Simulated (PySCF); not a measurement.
## Electronic absorption of C8H12

C₈H₁₂.
SMILES: `C=C=C[C@@H](C=C)CC`

Computed, not measured: TDDFT B3LYP/def2-SVPD, vertical, gas phase, core orbitals frozen in the response in PySCF. One conformer (not necessarily the lowest) at the PBE0-D3(BJ)/def2-SVP geometry, without solvent, vibrations or thermal averaging. Torsions of this conformer, `[CH2:1]=[C:2]=[CH:3][C@@H:4]([CH:5]=[CH2:6])[CH2:7][CH3:8]`: C2–C3–C4–C5 118°, C3–C4–C5–C6 -118°, C3–C4–C7–C8 63°.

Problem. List the vertical singlet excitations with oscillator strengths and describe the spectrum.

Solution. 

| state | λ (nm) | E (eV) | f | \|μ\| (D) | main configurations (H = HOMO, L = LUMO) |
| --- | --- | --- | --- | --- | --- |
| S1 | 224.0 | 5.54 | 0.014 | 0.80 | H→L (36%), H→L+1 (34%), H-1→L+1 (20%) |
| S2 | 210.8 | 5.88 | 0.014 | 0.80 | H-1→L (49%), H-2→L (15%), H→L+1 (12%) |
| S3 | 200.8 | 6.18 | 0.075 | 1.78 | H→L+1 (35%), H→L (29%), H-1→L (21%) |
| S4 | 190.5 | 6.51 | 0.165 | 2.59 | H-1→L+1 (36%), H→L (18%), H-2→L (14%) |
| S5 | 187.4 | 6.62 | 0.018 | 0.85 | H→L+2 (41%), H-2→L (28%), H-2→L+1 (10%) |
| S6 | 184.5 | 6.72 | 0.027 | 1.02 | H→L+3 (35%), H→L+2 (33%), H-2→L (11%) |

The lowest singlet comes at 224 nm (534 kJ/mol) in the ultraviolet; it is weak; its leading configuration is HOMO→LUMO (36%). The strongest level in the table is S4 at 6.51 eV (191 nm, f = 0.165). Löwdin shares by element: HOMO carbon 76% or more (atoms not listed hold the other 24%); LUMO carbon 66% or more (atoms not listed hold the other 34%). The listed states span 1.19 eV. Orbital energies (eV): HOMO-3 -9.17, HOMO-2 -7.59, HOMO-1 -7.21, HOMO -6.97, LUMO -0.35, LUMO+1 0.05, LUMO+2 0.44. Weighted by f, the mean energy of these states is 6.38 eV. The window holds the lowest 6 singlets.
